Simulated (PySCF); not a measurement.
## From computed data to an observable: chemical shift, span and skew from a shielding tensor

C4H4ClF, SMILES C=C(Cl)/C=C\F. Atoms are numbered in the order given.

```xyz
10

C      1.1048    -1.9845     0.0000
C      0.4670    -0.8020     0.0000
Cl    -1.2869    -0.7829     0.0000
C      1.1705     0.4759     0.0000
C      0.7055     1.7332     0.0000
F     -0.5772     2.0801     0.0000
H      0.5566    -2.9269     0.0000
H      2.1967    -2.0150     0.0000
H      2.2608     0.3940     0.0000
H      1.3714     2.6013     0.0000
```
Charge 0, spin multiplicity 1.

Coordinates come from a B3LYP-D3(BJ)/def2-SVP optimisation. The structure was generated by enumeration; whether it is a known compound was not checked. The values are those of a single conformer.

GIAO shieldings from PBE/pcSseg-1 run with PySCF, non-relativistic, no solvent. The symmetric part of the tensor of F6 has the principal values 128.7, 183.6, 449.6 ppm. The same nucleus in CFCl3 has σ = 133.6 ppm at this level (PySCF, at its B3LYP-D3(BJ)/def2-TZVP geometry). Without spin–orbit terms, shifts of atoms bonded to Cl or Br come out too high.

Task: Work out the isotropic shielding, the ¹⁹F shift against CFCl3, the span and the skew.

Result: 
σ(iso) = (σ11 + σ22 + σ33)/3 = 254.0 ppm. δ = σ(ref) − σ(iso) = 133.6 − (254.0) = -120.4 ppm.
Span Ω = σ33 − σ11 = 320.9 ppm. Skew κ = 3(σ(iso) − σ22)/Ω = 0.66. Tumbling in solution averages the tensor to δ; in a static solid the shielding alone would spread this spin-1/2 line over Ω.
